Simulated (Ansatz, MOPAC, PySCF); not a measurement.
Dimer: CH5N (SMILES CN) (first 7 atoms) with CH2O2 (SMILES O=CO); geometry from B3LYP-D3(BJ)/def2-TZVP, rigid monomers moved along the line of their centres of mass till N2···H12 is 2.95 Å.
(charge 0, multiplicity 1):
```json
[
 {"atom": "C", "x (Å)": "-0.2824", "y (Å)": "0.2170", "z (Å)": "0.0966"},
 {"atom": "N", "x (Å)": "0.8015", "y (Å)": "-0.5139", "z (Å)": "0.7701"},
 {"atom": "H", "x (Å)": "0.0400", "y (Å)": "1.2408", "z (Å)": "-0.0934"},
 {"atom": "H", "x (Å)": "-1.1417", "y (Å)": "0.2460", "z (Å)": "0.7650"},
 {"atom": "H", "x (Å)": "-0.5908", "y (Å)": "-0.2333", "z (Å)": "-0.8514"},
 {"atom": "H", "x (Å)": "1.6234", "y (Å)": "-0.5802", "z (Å)": "0.1808"},
 {"atom": "H", "x (Å)": "0.5002", "y (Å)": "-1.4576", "z (Å)": "0.9896"},
 {"atom": "O", "x (Å)": "-1.1245", "y (Å)": "-0.7849", "z (Å)": "4.6572"},
 {"atom": "C", "x (Å)": "-0.3243", "y (Å)": "-0.0468", "z (Å)": "5.1828"},
 {"atom": "O", "x (Å)": "0.7487", "y (Å)": "0.4692", "z (Å)": "4.6109"},
 {"atom": "H", "x (Å)": "-0.4109", "y (Å)": "0.2835", "z (Å)": "6.2289"},
 {"atom": "H", "x (Å)": "0.8039", "y (Å)": "0.1338", "z (Å)": "3.6468"}
]
```

Monomers are frozen at their geometry in the pair; levels with a basis set take the counterpoise correction.

Correlated levels freeze the cores. Rows in 6-31G* carry no dispersion term and start afresh at each structure (6-31G* with six Cartesian d functions). MP2/6-31G* freezes PySCF's default core. The state that PM6 reach isn't checked.

Codes used: Ansatz (a first-principles code) with Gaussian orbitals; MOPAC for PM6 (differences of heats of formation); PySCF for 6-31G* rows, the dispersion terms. Each number belongs to the level named beside it.

```json
[
 {"level": "PM6", "interaction energy (kcal/mol)": "-3.12"},
 {"level": "HF/6-31G*", "interaction energy (kcal/mol)": "-4.37"},
 {"level": "B3LYP/6-31G*", "interaction energy (kcal/mol)": "-4.43"},
 {"level": "B3LYP/def2-TZVPPD", "interaction energy (kcal/mol)": "[?]"},
 {"level": "B3LYP-D3(BJ)/def2-TZVPPD", "interaction energy (kcal/mol)": "-4.59"},
 {"level": "PBE0-D4/def2-TZVPPD", "interaction energy (kcal/mol)": "-4.69"},
 {"level": "MP2/6-31G*", "interaction energy (kcal/mol)": "-4.67"},
 {"level": "CCSD/aug-cc-pVDZ", "interaction energy (kcal/mol)": "-4.31"},
 {"level": "CCSD(T)/aug-cc-pVDZ", "interaction energy (kcal/mol)": "-4.41"}
]
```

**Question.** What belongs in the gaps?

**Answer.** 
- B3LYP/def2-TZVPPD, interaction energy (kcal/mol): -3.92
